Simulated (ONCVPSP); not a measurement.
# barium: variants of one ONCV potential

Base potential:

```
Element                 : barium
Generator               : ONCVPSP 4.0.1
Type                    : optimised norm-conserving Vanderbilt (ONCV)
Functional              : PBE
Relativity              : scalar-relativistic
Frozen core             : [Kr] 4d10
Valence charge          : 10
Reference configuration : 5s2 5p6 6s2
Partial waves           : 5s+6s: rc 2.80 bohr, ncon 4, nbas 8, qcut 4.2 1/bohr, 2 projectors; 5p: rc 2.55 bohr, ncon 3, nbas 7, qcut 6.7 1/bohr, 2 projectors, debl 2.2 Ha; d scattering state at 0.4 Ha: rc 2.50 bohr, ncon 4, nbas 8, qcut 4.6 1/bohr, 2 projectors, debl 3.1 Ha
Local potential         : polynomial inside 2.15 bohr (lpopt 5, dvloc0 0 Ha)
Core correction         : none
```

In the d channel the program set the typed energies aside and used 0.050, 3.150 Ha.

All-electron outer shells of the reference configuration (PBE, scalar-relativistic, ld1.x):

```json
{"shell": "5s", "level (eV)": "-33.67", "outermost node (bohr)": "0.80", "outermost maximum (bohr)": "1.47"}
{"shell": "5p", "level (eV)": "-18.74", "outermost node (bohr)": "0.86", "outermost maximum (bohr)": "1.67"}
{"shell": "6s", "level (eV)": "-3.23", "outermost node (bohr)": "1.97", "outermost maximum (bohr)": "4.16"}
```

Cutoffs, loose and tight: the cutoffs (Ha) at which the residual kinetic energy of the hardest occupied pseudo-wave falls to 1 and 0.1 mHa per electron. They do not see the model core or the augmentation charge, which bear on the density cutoff. Test errors are all-electron minus pseudo excitation energies from the reference, over the configurations 5s2 5p6 6s1; 5s2 5p6 6s0; 5s2 5p6 6s1.5; 5s2 5p5 6s2. A dash means not determined; rows that change the core or the reference have their own tests.

```csv
change,outcome,"cutoff, loose","cutoff, tight",bound ghosts,GHOST(+) flags above zero,largest test error (meV)
base,"generated, projector energies reset by the program",12 Ha,15 Ha,none,s,-7.4
"all radii scaled by about 0.79 (s 2.20, p 2.00, d 1.98 bohr); local potential polynomial inside 1.70 bohr (lpopt 5, dvloc0 0 Ha)","generated, projector energies reset by the program",14 Ha,24 Ha,none,"s, p",-8.7
"all radii scaled by about 0.85 (s 2.38, p 2.18, d 2.12 bohr); local potential polynomial inside 1.84 bohr (lpopt 5, dvloc0 0 Ha)","generated, projector energies reset by the program",13 Ha,16 Ha,none,s,-8.1
"all radii scaled by about 0.96 (s 2.68, p 2.44, d 2.40 bohr); local potential polynomial inside 2.06 bohr (lpopt 5, dvloc0 0 Ha)","generated, projector energies reset by the program",12 Ha,15 Ha,none,none,-7.5
"all radii scaled by about 1.07 (s 3.00, p 2.74, d 2.68 bohr); local potential polynomial inside 2.30 bohr (lpopt 5, dvloc0 0 Ha)","generated, projector energies reset by the program",11 Ha,14 Ha,none,none,-8.1
"all radii scaled by about 1.25 (s 3.50, p 3.18, d 3.12 bohr); local potential polynomial inside 2.68 bohr (lpopt 5, dvloc0 0 Ha)","generated, projector energies reset by the program",8.2 Ha,11 Ha,none,none,-19
"all radii scaled by about 1.32 (s 3.70, p 3.36, d 3.30 bohr); local potential polynomial inside 2.84 bohr (lpopt 5, dvloc0 0 Ha)","generated, projector energies reset by the program",4.3 Ha,7.8 Ha,none,none,+307
```

What comes out with this change to the base: all radii scaled by about 1.15 (s 3.22, p 2.92, d 2.86 bohr); local potential polynomial inside 2.46 bohr (lpopt 5, dvloc0 0 Ha)?

outcome: generated, projector energies reset by the program; cutoff, loose: 9.9 Ha; cutoff, tight: 13 Ha; bound ghosts: none; GHOST(+) flags above zero: none; largest test error (meV): -12.

Reading the sweep of the scale of all radii (base = 1) (base included, trends over the rows without a ghost): The loose cutoff falls from 14 Ha at 0.79 to 4.3 Ha at 1.32. A larger radius leaves more room for a smooth pseudo-wave, so fewer plane waves are needed; a smaller one forces it to follow the all-electron wave where it bends sharply. The median size of the test errors (rows with all tests solved) rises from 0.7 meV at 0.79 to 7.2 meV at 1.32, with one reversal. More of the atom is replaced by a form fitted at one configuration, so other configurations suffer as the radius grows.
